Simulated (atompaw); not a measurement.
**Eu (Z = 63): PAW (atompaw) pseudisation with LDA (PW92), scalar-relativistic reference atom.**

atompaw 4.2.0.5 input, output lines left out:

```
Eu 63
LDA-PW scalarrelativistic loggrid 2001 logderivrange -6 5 276
6 6 5 4 0 0
6 1 0
5 2 1
4 3 6
0 0 0
c
c
c
c
v
v
c
c
c
v
v
c
c
v
v
3
2.90 2.70 1.95 2.65
n
n
y
1.45
n
y
-0.25
n
custom polynom gramschmidtortho sinc
4 0.5 vpsmatchnc
2.25
1.95
2.40
2.90
2.90
2.90
0.80
0.80
```

Poles of the logarithmic derivatives, all-electron (AE) and pseudo (PS). s: poles at -3.5, 2.5 (AE) and -3.5, 2.5 (PS) Ry. p: poles at -1.8, 3.8 (AE) and -1.8, 1.5 (PS) Ry. d: poles at 0.6 (AE) and 0.6 (PS) Ry. f: poles at -0.6, 3.3 (AE) and -0.6, 3.4 (PS) Ry. Test radius 2.91 bohr.

- Cutoffs needed: 300 Ry and over 300 Ry (the cutoffs (Ry, on a coarse ladder) from which the occupation-weighted sum of valence levels, in a spherical-Bessel basis at the reference potential, stays within 10 and 1 mRy of its value at 400 Ry)
- Ghost test: ghost state, extra bound levels that the all-electron valence spectrum of the same l lacks: s at -286.4 eV; a true bound ghost makes a file unfit for plane-wave use (spherical-Bessel basis up to 400 Ry, 20 bohr box)
- Lowest eigenvalue of the overlap operator: 0.15 (s channel)
- Overlap eigenvalues printed by atompaw (projector basis): 0.181, 0.498, 0.876, 0.877, 5.26, 48, 772, 1.73e+03
- Share of each valence orbital outside the PAW sphere: 5s 0 %, 6s 79 %, 5p 3 %, 6p 94 %, 5d 39 %, 4f 1 %
